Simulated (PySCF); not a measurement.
**How methods differ on the ionisation energy of Si²⁺**

Si²⁺ [Ne] 3s2 (1S) → Si³⁺ [Ne] 3s1 (2S), as a difference of total energies. Calculation: PySCF 2.14, in aug-cc-pwCVDZ; the non-relativistic Hamiltonian (point nucleus). Correlated levels: valence: [Ne] frozen. The calculations carry no spin-orbit coupling.

```
           method  ionisation energy (eV)  error (eV)
              UHF                  31.981      -1.512
    MP2 (valence)                  32.777      -0.716
SCS-MP2 (valence)                  32.936      -0.557
   CCSD (valence)                  33.173      -0.320
```

Reference: 33.493 eV (measured; NIST Atomic Spectra Database, ionization energies).

Errors of the correlated levels include the incompleteness of this basis and the frozen core.

With two correlated electrons CCSD is exact in that space.
